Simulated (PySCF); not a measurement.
A geometry optimisation, step by step.

Compound: C3H3Cl2FGe.
Numbering: `[F:1][C:2]([Cl:3])([Cl:4])[C:5]#[C:6][GeH3:7]` (hydrogens: H8, H9, H10 on Ge7)

Method: PBE0-D3(BJ)/def2-SVP geometry optimisation, gas phase in PySCF 2.14.0; density fitting, grid level 1; the optimiser is geomeTRIC in internal coordinates, started from a GFN2-xTB structure with every atom displaced at random (about 0.01 Å). The frame can shift and turn from step to step; on so coarse a grid that alone can change the energy by a few meV, and forces under 0.02 eV/Å are noise.

Step 0: E = -87396.7632 eV, largest atomic force 1.464 eV/Å
```
atom  x, y, z in Å  |  force x, y, z in eV/Å
F1      2.767   -0.921   -0.767   -0.689   0.789   0.540
C2      2.179   -0.002    0.065    1.382  -0.286  -0.390
Cl3     2.716   -0.392    1.720   -0.070   0.028  -0.048
Cl4     2.832    1.628   -0.390   -0.333  -0.550   0.074
C5      0.743   -0.026   -0.007    0.735   0.058  -0.113
C6     -0.462   -0.029   -0.051   -0.489  -0.062  -0.073
Ge7    -2.346   -0.067   -0.138    0.479   0.169   0.063
H8     -2.851    0.217    1.226   -0.389   0.191   0.939
H9     -2.752   -1.415   -0.588   -0.318  -0.997  -0.355
H10    -2.774    0.987   -1.091   -0.308   0.660  -0.636
```

Step 1: E = -87396.8749 eV, largest atomic force 0.429 eV/Å
```
atom  x, y, z in Å  |  force x, y, z in eV/Å
F1      2.567   -0.996   -0.858    0.359  -0.073  -0.018
C2      2.223   -0.051    0.027   -0.408  -0.041  -0.127
Cl3     2.868   -0.494    1.623    0.008  -0.014  -0.016
Cl4     2.918    1.498   -0.501    0.048   0.026   0.006
C5      0.769    0.032    0.058    0.098   0.068   0.111
C6     -0.445    0.033    0.014   -0.201   0.017   0.009
Ge7    -2.354   -0.004   -0.080   -0.050   0.001   0.039
H8     -2.907    0.288    1.330    0.049  -0.033  -0.138
H9     -2.777   -1.411   -0.554    0.048   0.163   0.047
H10    -2.812    1.078   -1.078    0.050  -0.114   0.086
```

Step 2: E = -87396.8893 eV, largest atomic force 0.193 eV/Å
```
atom  x, y, z in Å  |  force x, y, z in eV/Å
F1      2.640   -0.991   -0.853   -0.079   0.071   0.028
C2      2.217   -0.056    0.014   -0.032  -0.038  -0.041
Cl3     2.839   -0.485    1.622   -0.006  -0.032   0.109
Cl4     2.906    1.506   -0.490   -0.022   0.062  -0.032
C5      0.762    0.015    0.036    0.138  -0.088  -0.102
C6     -0.453    0.019    0.000    0.011   0.015   0.024
Ge7    -2.358   -0.003   -0.074   -0.018   0.015   0.026
H8     -2.895    0.291    1.332    0.004  -0.002  -0.001
H9     -2.793   -1.397   -0.542    0.002  -0.002  -0.003
H10    -2.813    1.074   -1.066    0.002  -0.002  -0.007
```

Step 3: E = -87396.8921 eV, largest atomic force 0.094 eV/Å
```
atom  x, y, z in Å  |  force x, y, z in eV/Å
F1      2.659   -0.982   -0.852   -0.034   0.043   0.031
C2      2.218   -0.055    0.012    0.013  -0.009  -0.018
Cl3     2.822   -0.481    1.632    0.010   0.004   0.017
Cl4     2.885    1.520   -0.487    0.001   0.009   0.013
C5      0.765    0.000    0.021   -0.006  -0.062  -0.070
C6     -0.450    0.006   -0.012    0.031   0.012   0.023
Ge7    -2.356   -0.005   -0.072    0.003   0.008   0.008
H8     -2.881    0.292    1.337   -0.002   0.005   0.018
H9     -2.802   -1.395   -0.537   -0.009  -0.025  -0.008
H10    -2.809    1.073   -1.062   -0.006   0.014  -0.014
```

Step 4: E = -87396.8934 eV, largest atomic force 0.060 eV/Å
```
atom  x, y, z in Å  |  force x, y, z in eV/Å
F1      2.685   -0.967   -0.849    0.004  -0.009  -0.008
C2      2.218   -0.051    0.010    0.038   0.025   0.022
Cl3     2.808   -0.471    1.640    0.004   0.012  -0.021
Cl4     2.865    1.538   -0.476    0.002  -0.008   0.020
C5      0.767   -0.020    0.001   -0.051  -0.022  -0.025
C6     -0.449   -0.014   -0.027    0.004   0.006   0.013
Ge7    -2.355   -0.010   -0.071    0.005  -0.004  -0.009
H8     -2.863    0.294    1.343    0.000   0.004   0.007
H9     -2.817   -1.397   -0.532   -0.004  -0.008   0.000
H10    -2.808    1.071   -1.059   -0.003   0.004   0.000
```

Step 5: E = -87396.8937 eV, largest atomic force 0.036 eV/Å
```
atom  x, y, z in Å  |  force x, y, z in eV/Å
F1      2.698   -0.959   -0.849    0.008  -0.009  -0.012
C2      2.219   -0.048    0.009    0.016   0.021   0.025
Cl3     2.805   -0.464    1.641   -0.001   0.003  -0.019
Cl4     2.856    1.547   -0.469   -0.001  -0.009   0.008
C5      0.767   -0.028   -0.007   -0.021  -0.003  -0.006
C6     -0.449   -0.023   -0.034   -0.001   0.002   0.006
Ge7    -2.356   -0.014   -0.070    0.003  -0.006  -0.008
H8     -2.855    0.293    1.346    0.000   0.002   0.001
H9     -2.826   -1.399   -0.528    0.000   0.000   0.003
H10    -2.808    1.069   -1.058   -0.001   0.000   0.003
```

Step 6: E = -87396.8937 eV, largest atomic force under 0.02 eV/Å
```
atom  x, y, z in Å  |  force x, y, z in eV/Å
F1      2.702   -0.954   -0.851    0.004  -0.004  -0.009
C2      2.220   -0.046    0.008    0.000   0.009   0.012
Cl3     2.806   -0.462    1.640   -0.002  -0.002  -0.007
Cl4     2.852    1.552   -0.466   -0.002  -0.001   0.001
C5      0.767   -0.030   -0.010    0.000   0.003   0.001
C6     -0.449   -0.026   -0.035   -0.001  -0.001   0.002
Ge7    -2.356   -0.016   -0.070    0.001  -0.003  -0.003
H8     -2.853    0.293    1.347    0.000   0.001  -0.001
H9     -2.828   -1.403   -0.526    0.001   0.000   0.002
H10    -2.810    1.066   -1.057    0.000  -0.001   0.001
```

**Question.** Summarise the path.

**Answer.** The energy falls by 12.59 kJ/mol from step 0 to step 6; nine tenths of that is first reached at step 2. It falls at every step. The largest force goes from 1.464 to under 0.02 eV/Å. Among the bonds Ge7–H9 changes most, from 1.477 to 1.533 Å; the atoms move by 0.042 Å rms after alignment.

**Question.** Follow the three bonds and two angles with the largest change from start to end.

**Answer.** 
```json
{"step": "0", "E above end (kJ/mol)": "12.59", "largest force (eV/Å)": "1.464", "Ge7–H9 (Å)": "1.477", "Ge7–H8 (Å)": "1.482", "Ge7–H10 (Å)": "1.484", "F1–C2–C5 (°)": "112.7", "F1–C2–Cl3 (°)": "106.7"}
{"step": "1", "E above end (kJ/mol)": "1.82", "largest force (eV/Å)": "0.429", "Ge7–H9 (Å)": "1.543", "Ge7–H8 (Å)": "1.542", "Ge7–H10 (Å)": "1.542", "F1–C2–C5 (°)": "108.1", "F1–C2–Cl3 (°)": "108.9"}
{"step": "2", "E above end (kJ/mol)": "0.42", "largest force (eV/Å)": "0.193", "Ge7–H9 (Å)": "1.533", "Ge7–H8 (Å)": "1.534", "Ge7–H10 (Å)": "1.533", "F1–C2–C5 (°)": "111.0", "F1–C2–Cl3 (°)": "107.8"}
{"step": "3", "E above end (kJ/mol)": "0.15", "largest force (eV/Å)": "0.094", "Ge7–H9 (Å)": "1.532", "Ge7–H8 (Å)": "1.532", "Ge7–H10 (Å)": "1.532", "F1–C2–C5 (°)": "111.0", "F1–C2–Cl3 (°)": "108.0"}
{"step": "4", "E above end (kJ/mol)": "0.03", "largest force (eV/Å)": "0.060", "Ge7–H9 (Å)": "1.533", "Ge7–H8 (Å)": "1.533", "Ge7–H10 (Å)": "1.533", "F1–C2–C5 (°)": "111.1", "F1–C2–Cl3 (°)": "108.0"}
{"step": "5", "E above end (kJ/mol)": "0.00", "largest force (eV/Å)": "0.036", "Ge7–H9 (Å)": "1.533", "Ge7–H8 (Å)": "1.533", "Ge7–H10 (Å)": "1.533", "F1–C2–C5 (°)": "111.1", "F1–C2–Cl3 (°)": "108.1"}
{"step": "6", "E above end (kJ/mol)": "0.00", "largest force (eV/Å)": "under 0.02", "Ge7–H9 (Å)": "1.533", "Ge7–H8 (Å)": "1.533", "Ge7–H10 (Å)": "1.533", "F1–C2–C5 (°)": "111.0", "F1–C2–Cl3 (°)": "108.1"}
```

The cost below is that of the whole optimisation. The run took 76 s on Arm Neoverse V1, one thread, shared host with 32 logical CPUs at a one-minute load of 25, and the process peaked at 0.53 GiB of memory.
